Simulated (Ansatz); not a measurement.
Relaxation of H4OSn (6 atoms, charge 0, multiplicity 1), to a largest force component of 0.03 eV/Å in at most 50 steps.

All numbers below come from RKS PBE0/def2-mTZVP in Ansatz.

```xyz
6
Properties=species:S:1:pos:R:3
Sn 0.082 0.087 0.111
H 0.670 0.029 1.720
H 1.770 -0.213 0.152
H -0.583 1.486 -0.553
O -1.099 -1.405 -0.420
H -0.902 -2.228 0.041
```

Q: Where does it end, and by what steps?

A: The forces met the threshold. After 4 steps the energy has fallen by 0.965 eV; H2 moved furthest, 0.51 Å.

```
step  energy less start (eV)  largest force component (eV/Å)  accepted
   0                  0.0000                           1.764       yes
   1                 -0.6098                           0.953       yes
   2                 -0.9063                           0.327       yes
   3                 -0.9570                           0.291       yes
   4                 -0.9646                           0.019       yes
```

```xyz
6
Properties=species:S:1:pos:R:3
Sn 0.218 0.060 0.240
H 0.222 0.132 1.952
H 1.787 -0.289 -0.354
H -0.446 1.458 -0.469
O -1.027 -1.370 -0.342
H -0.815 -2.236 0.023
```

Time of the run: 14 s on 1 thread of Intel(R) Xeon(R) 6975P-C (Granite Rapids), on a shared host, peak memory 0.14 GiB.
